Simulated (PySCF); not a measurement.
**One molecule, many functionals**

Species: GaBr4 (charge -1).
Cartesian coordinates in Å at the PBE0-D3(BJ)/def2-SVP level; atoms count from 1:
```xyz
5
GaBr4 angstrom
Br    -1.8413   -0.9282   -1.1392
Ga    -0.0026    0.0104   -0.0072
Br    -0.3381    2.3208    0.3106
Br     1.9542   -0.3254   -1.2679
Br     0.2450   -1.0719    2.0694
```

Linear-response calculations in the def2-SVPD basis (PySCF; singlets by full response, triplets Tamm–Dancoff, core orbitals frozen in the response; HF means time-dependent Hartree–Fock). 'Strongest' is the level of largest summed f among the singlets computed (10 roots, of which the last may lack a degenerate partner); it can jump between rows when another state enters that window. S1 is the lowest singlet of each run and needn't be the same state throughout; f(S1) is that of one state. Geometry: PBE0-D3(BJ)/def2-SVP; no solvent, vibrations or thermal averaging. The geometry's basis has no diffuse functions, a weakness for an anion. Relativistic effects, spin–orbit coupling among them, are left out although an element past zinc is present.

| functional | kind | S1 (eV) | f(S1) | strongest (eV) | T1 (eV) | HOMO (eV) | gap (eV) | detachment energy, ΔSCF (eV) |
| --- | --- | --- | --- | --- | --- | --- | --- | --- |
| LDA | LDA | 4.37 | 0.000 | 4.87 | 4.20 | -3.02 | 4.26 | 5.50 |
| PBE | GGA | 4.46 | 0.000 | 4.94 | 4.28 | -2.88 | 4.37 | 5.32 |
| B3LYP | global hybrid, 20% exact exchange | 4.98 | 0.000 | 5.46 | 4.77 | -3.86 | 5.86 | 5.66 |
| BHandHLYP | global hybrid, 50% exact exchange | 5.87 | 0.000 | 6.32 | 5.59 | -5.23 | 8.15 | 6.20 |
| CAM-B3LYP | range-separated hybrid | 5.57 | 0.000 | 6.03 | 5.30 | -5.43 | 8.41 | not settled |
| HF | Hartree–Fock | 7.01 | 0.000 | 7.38 | 6.65 | -7.04 | 11.12 | not settled |

Task: What does PBE0 (global hybrid, 25% exact exchange) give?

Result: S1 (eV) 5.29, f(S1) 0.000, strongest (eV) 5.76, T1 (eV) 5.04, HOMO (eV) -4.14, gap (eV) 6.42, detachment energy, ΔSCF (eV) 5.80. S1 runs from 4.37 eV (LDA) to 7.01 eV (HF), a spread of 2.65 eV, while the orbital gap spreads over 6.9 eV. Along PBE (0%), B3LYP (20%), PBE0 (25%), BHandHLYP (50%), HF (100%) S1 rises with the share of exact exchange. −ε(HOMO) comes closest to its own ΔSCF detachment energy with BHandHLYP (-0.97 eV) and misses most with LDA (-2.49 eV). 'Not settled' means that the ion's SCF failed to converge or may have ended in another state than the lowest.
